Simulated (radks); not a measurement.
Problem. The table gives one normalised radial function P(r) = r R(r) of Ag4+ in [Ar] 3d10 4s2 4p5.5 4d7 5s0.5 (r in bohr). Method: scalar-relativistic Kohn-Sham, Wu-Cohen GGA, spin-polarised, spherical densities, point nucleus; open shells are filled with parallel spins first (spin-orbit coupling, left out, can overturn this in heavy ions); computed with a radial shooting solver on a logarithmic mesh with Libxc functionals.

r	P
0.001417	0.0000
0.002148	0.0000
0.003256	0.0000
0.004936	0.0001
0.007483	0.0004
0.01134	0.0014
0.01733	0.0045
0.02628	0.0135
0.03983	0.0379
0.06038	0.0970
0.09153	0.2162
0.1387	0.3930
0.2103	0.5203
0.3214	0.3589
0.4872	-0.2066
0.7385	-0.8397
1.119	-0.9750
1.697	-0.5897
2.572	-0.1768
3.9	-0.0201
5.959	-0.0005

Which n and l does it have? It may be an empty orbital.

Solution. n = 4, l = 2: the number of nodes gives n - l - 1 = 1, the rise at small r (about r^(l+1), flatter next to the nucleus through relativity) gives l, and the extent must fit the shell. The curve is that of 4d up; the table hardly tells the two spins apart. 4d up: eigenvalue -64.241 eV, 1 radial node at r = 0.429 bohr, <r> = 1.18 bohr, 90 % of the charge inside 1.80 bohr.
